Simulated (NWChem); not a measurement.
System: Si$_{2}$H$_{4}$OClF; SMILES F[SiH2][Si@@H](O)Cl

```xyz
9

O      2.0083     0.6112    -0.0593
Si     0.4014     0.4913     0.3230
Cl    -0.7273     1.9099    -0.7050
Si    -0.3838    -1.5530    -0.4909
F      0.3118    -2.7883     0.3161
H      2.4994     1.3603     0.2937
H      0.1717     0.7528     1.7737
H     -1.8586    -1.6392    -0.2902
H     -0.0562    -1.6809    -1.9390
```
Atoms are numbered in this order, from 1.

Results from NWChem. Geometry: optimised at PBE0/def2-SVP. Level: PBE0/def2-SVP with SMD (1 M gas to 1 M solution), gas-phase geometry. Reactions with the solvent are ignored.

Q: What does the run give for solvent water? Quantities: solvation free energy (kcal/mol); cavity-dispersion-structure term (kcal/mol); dipole in solution (D).

A: 
```
Property                                     Result
-------------------------------------------  ------
solvation free energy (kcal/mol)               -3.4
cavity-dispersion-structure term (kcal/mol)     3.5
dipole in solution (D)                         1.97
```
